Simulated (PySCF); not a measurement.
C4H7BO2, SMILES C=C=COB(C)O.

Geometry: B3LYP-D3(BJ)/def2-SVP. The structure was generated by enumeration, and PubChem lists no compound with its InChIKey, so it may never have been made. Other conformers were not sampled.

Method: ωB97X/def2-TZVP in PySCF.

Isolated molecule, no solvent.

Computed frontier levels, gap, dipole moment and polarisability:
```
Item                                                                                                            Result
---------------------------------------------------------------------------------------------  -----------------------
highest occupied level                                                                                        -9.04 eV
lowest empty level                                                                                             2.15 eV
orbital gap                                                                                                   11.19 eV
dipole moment                                                                                                   1.75 D
quadrupole, principal values (traceless, Buckingham form, about the centre of nuclear charge)  -7.96, -4.75, 12.71 D·Å
mean static polarisability                                                                       73.2 bohr³ (10.84 Å³)
polarisability, principal values                                                               48.3, 56.6, 114.7 bohr³
```
